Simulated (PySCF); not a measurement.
Compound: C₅H₄ClFO.
SMILES: `C1=C(Cl)OC=C(F)C1`

Four sets of settings were typed for PySCF runs (density fitting) on one GFN2-xTB geometry. Runs with no stated cap are allowed at least 80 cycles.

Question: One run ended without self-consistency. Which?
A. PBE0/pcSseg-1
B. B97-2/6-311+G(2d,p), grid level 0, at most 76 cycles
C. BP86/def2-SVPD, DIIS off, at most 74 cycles
D. HSE06/pcSseg-1, IEF-PCM water

Answer: C. The energy swings between two values 130 Eh apart, cycle after cycle, with a gradient of 1.4e+01 at cycle 74; DIIS was off. Go back to DIIS. Its energy and orbitals aren't self-consistent and shouldn't be used.

The end of its output:
```
cycle  69  E = -333.1805581373  dE =  1.268e+02  |g| = 2.230e+01  |ddm| = 9.380e+02
cycle  70  E = -459.9437588405  dE = -1.268e+02  |g| = 1.424e+01  |ddm| = 9.380e+02
cycle  71  E = -333.1805581373  dE =  1.268e+02  |g| = 2.230e+01  |ddm| = 9.380e+02
cycle  72  E = -459.9437588405  dE = -1.268e+02  |g| = 1.424e+01  |ddm| = 9.380e+02
cycle  73  E = -333.1805581372  dE =  1.268e+02  |g| = 2.230e+01  |ddm| = 9.380e+02
cycle  74  E = -459.9437588405  dE = -1.268e+02  |g| = 1.424e+01  |ddm| = 9.380e+02
SCF not converged, last energy = -459.9437588405
```

The others met their thresholds:

```tsv
settings	basis functions	SCF cycles	E (Eh)	HOMO (eV)	LUMO (eV)	dipole (D)
B97-2/6-311+G(2d,p), grid level 0, at most 76 cycles	248	11	-828.1737	-6.36	-0.42	1.20
PBE0/pcSseg-1	163	14	-827.5395	-6.64	-0.30	1.29
HSE06/pcSseg-1, IEF-PCM water	163	13	-827.5958	-6.11	-0.55	1.87
```

The row «B97-2/6-311+G(2d,p), grid level 0, at most 76 cycles» carries the error of a grid, fitting basis or threshold typed as a poor one on purpose, so its figures aren't the species' properties at that level. Cycle counts include a coarse-grid stage where the run had one. All basis functions are spherical, in the Pople sets too.
